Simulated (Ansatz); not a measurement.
System: KI, charge 0, multiplicity 1. SMILES: [K][I]
Structure (B3LYP-D3(BJ)/def2-TZVP (Ansatz, a program for electronic structure) minimum search):
```xyz
2

K      0.0000     0.0000    -2.2761
I      0.0000     0.0000     0.8160
```
Charge 0, spin multiplicity 1.

Wanted: atomisation energy, in kcal/mol. Conventions: no spin-orbit coupling; def2 sets with scalar-relativistic core potentials past Kr; UHF or UKS for open shells; atomisation electronic, to ground-state atoms; LANL2DZ with its own core potentials from Na on. Ab initio and DFT rows: single points at B3LYP-D3(BJ) geometries (Ansatz).

| species | coefficient | E at B3LYP/LANL2DZ (Ansatz), Eh | E at PBE0/def2-TZVPD (Ansatz), Eh |
|---|---|---|---|
| [K][I] | -1 | -39.60620 | -897.55845 |
| I atom | +1 | -11.36262 | -297.69320 |
| K atom | +1 | -28.13398 | -599.73894 |

 1 Eh = 627.5095 kcal/mol.

### Question
Work the quantity out at each level.

### Answer

- B3LYP/LANL2DZ: the sum of coefficient times E is 0.10960 Eh, or 68.78 kcal/mol. Result: 68.8 kcal/mol.
- PBE0/def2-TZVPD: the sum of coefficient times E is 0.12631 Eh, or 79.26 kcal/mol. Result: 79.3 kcal/mol.
